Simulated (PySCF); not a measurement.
# Relaxation of quartet CuSe₂

Level of theory: UPBE0 in PySCF with Cu def2-SVP, Se def2-SVP; no relativity; density-fitted integrals. A (50,194) grid was used.

A hand-made side-on start, of C2v symmetry, held to at least that symmetry:

```xyz
3
charge 0 multiplicity 4, angstrom
Cu    0.0000    0.0000   -1.4610
Se    1.1700    0.0000    0.5752
Se   -1.1700    0.0000    0.5752
```

At each step, columns x, y, z (Å) and Fx, Fy, Fz (eV/Å):

```
step 0  E − E(last) = 19.83 kJ/mol
Cu   0.000   0.000  -1.461   0.000   0.000  -1.312
Se   1.170   0.000   0.575  -1.302   0.000   0.656
Se  -1.170   0.000   0.575   1.302   0.000   0.656
step 1  E − E(last) = 5.80 kJ/mol
Cu   0.000   0.000  -1.506   0.000   0.000  -0.925
Se   1.125   0.000   0.598  -0.153   0.000   0.463
Se  -1.125   0.000   0.598   0.153   0.000   0.462
step 2  E − E(last) = 1.96 kJ/mol
Cu   0.000   0.000  -1.551   0.000   0.000  -0.479
Se   1.104   0.000   0.620   0.512   0.000   0.240
Se  -1.104   0.000   0.620  -0.512   0.000   0.239
step 3  E − E(last) = 0.48 kJ/mol
Cu   0.000   0.000  -1.575   0.000   0.000  -0.221
Se   1.108   0.000   0.632   0.264   0.000   0.110
Se  -1.108   0.000   0.632  -0.264   0.000   0.110
step 4  E − E(last) = 0.01 kJ/mol
Cu   0.000   0.000  -1.594   0.000   0.000  -0.030
Se   1.112   0.000   0.642   0.015   0.000   0.015
Se  -1.112   0.000   0.642  -0.015   0.000   0.015
step 5  E − E(last) = 0.00 kJ/mol
Cu   0.000   0.000  -1.597   0.000   0.000  -0.003
Se   1.112   0.000   0.643  -0.001   0.000   0.001
Se  -1.112   0.000   0.643   0.001   0.000   0.001
```

It ends at C2v with Cu–Se 2.502 Å (×2), Se–Se 2.225 Å; Cu–Se–Se 63.6° (×2), Se–Cu–Se 52.8°. A frequency run shows a minimum. Other isomers or separated fragments may lie lower.

Other spin states or occupations of the open shell can lie lower.

The relaxation took 28 s on 2 threads of a shared Arm Neoverse V1 host, with 95 basis functions and 6 gradients; the process peaked at 0.58 GiB. Launch command: `OMP_NUM_THREADS=2 python axn.py task.json out`.
